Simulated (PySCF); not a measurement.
## Adding and removing an electron: GeB

UHF-CCSD(T); Ge def2-TZVPPD, B def2-TZVPPD; no relativity (PySCF 2.14). Neutral (UHF): quartet (σ ↑, π ↑↑), Re = 1.993 Å, ωe = 636 cm⁻¹, De = 2.96 eV.

GeB⁺ (UHF): triplet (σ ↑, π ↑), Re = 2.197 Å, ωe = 451 cm⁻¹, De = 2.27 eV to Ge⁺ + B. The energies at the minima are -2100.22433 hartree for GeB and -2099.90863 for GeB⁺.

(1) Work out the adiabatic ionisation energy, without and with harmonic zero-point energies (1 hartree = 27.2114 eV, 1 eV = 8065.5 cm⁻¹), and the change of the bond length.

GeB⁻ (ROHF): triplet (σ ↑, π ↑), Re = 1.936 Å, ωe = 692 cm⁻¹. The energies at the minima are -2100.22433 hartree for GeB and -2100.27757 for GeB⁻.

(2) Work out the adiabatic electron affinity, without and with harmonic zero-point energies (1 hartree = 27.2114 eV, 1 eV = 8065.5 cm⁻¹), and the change of the bond length.

Correlated steps freeze 10 core orbitals. UHF and ROHF references stand side by side, which adds small steps between rows. Spin–orbit coupling is left out. For an ion De counts to the pair picked by the measured ionisation energies or electron affinities, which need not be the lowest pair at this level. States were picked by a PBE0 search and need not be the measured ground states.

Neutral and ion stand on different kinds of reference determinant, which adds to the error of the difference.

Answers

(1) At UHF-CCSD(T): 0.31570 hartree = 8.591 eV between the minima; the zero-point term (451.0 − 636.0)/2 cm⁻¹ = -0.011 eV makes it 8.579 eV. Re changes by +20.4 pm against the neutral. The electron leaves a π orbital, and the longer bond of the ion fits a bonding orbital, or a change in how ionic the bond is.

(2) At CCSD(T): 0.05324 hartree = 1.449 eV between the minima; the zero-point term (636.0 − 692.0)/2 cm⁻¹ = -0.003 eV makes it 1.445 eV. Re changes by -5.7 pm against the neutral. The electron enters a π orbital, and the shorter bond of the ion fits a bonding orbital, or a change in how ionic the bond is.
